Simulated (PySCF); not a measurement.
# SnBr: a composite coupled-cluster calculation

State: ²Π, doublet, unpaired electrons π ↑. De refers to Sn + Br. ROHF-based CCSD(T) in PySCF 2.14 with Sn cc-pwCVDZ-PP with ECP28, Br aug-cc-pVDZ-PP with ECP10 and Sn cc-pwCVTZ-PP with ECP28, Br aug-cc-pVTZ-PP with ECP10 (frozen core orbitals: 13; scalar-relativistic core potentials). Correlation energies are extrapolated as n⁻³ (n = 2, 3), Hartree–Fock as (n+1)·exp(−9√n).

```json
{"Level": "CCSD(T)/DZ", "Re (Å)": "2.5612", "ωe (cm⁻¹)": "230.7", "ωexe (cm⁻¹)": "0.487", "αe (cm⁻¹)": "0.000170", "De (eV)": "3.154"}
{"Level": "CCSD(T)/TZ", "Re (Å)": "2.5205", "ωe (cm⁻¹)": "243.4", "ωexe (cm⁻¹)": "0.530", "αe (cm⁻¹)": "0.000174", "De (eV)": "3.373"}
{"Level": "HF/CBS", "Re (Å)": "2.5365", "ωe (cm⁻¹)": "239.3", "ωexe (cm⁻¹)": "0.531", "αe (cm⁻¹)": "0.000175", "De (eV)": "2.448"}
{"Level": "MP2/CBS", "Re (Å)": "2.4963", "ωe (cm⁻¹)": "251.4", "ωexe (cm⁻¹)": "0.533", "αe (cm⁻¹)": "0.000173", "De (eV)": "3.529"}
{"Level": "CCSD/CBS", "Re (Å)": "2.5083", "ωe (cm⁻¹)": "248.2", "ωexe (cm⁻¹)": "0.538", "αe (cm⁻¹)": "0.000174", "De (eV)": "3.297"}
{"Level": "CCSD(T)/CBS", "Re (Å)": "2.5107", "ωe (cm⁻¹)": "247.0", "ωexe (cm⁻¹)": "0.538", "αe (cm⁻¹)": "0.000174", "De (eV)": "3.444"}
```

Task: How much is left between CCSD(T)/TZ and the basis-set limit, and how much do the triples give at the limit?

Result: CCSD(T)/CBS less CCSD(T)/TZ: -9.8 mÅ in Re, +3.6 cm⁻¹ in ωe and +0.071 eV in De. CCSD(T)/CBS less CCSD/CBS: +2.4 mÅ in Re, -1.2 cm⁻¹ in ωe and +0.147 eV in De.

The T1 diagnostic is 0.017. The state was picked by a PBE0 search and need not be the measured ground state. Spin–orbit coupling, excitations beyond (T) and corrections to the Born–Oppenheimer picture are left out, and spin–orbit coupling matters for open p, d or f shells this heavy.

The whole job (state search and all basis sets along the bond) took about 24 min on 4 threads of Arm Neoverse V2 (shared host), peak memory 12 GiB.
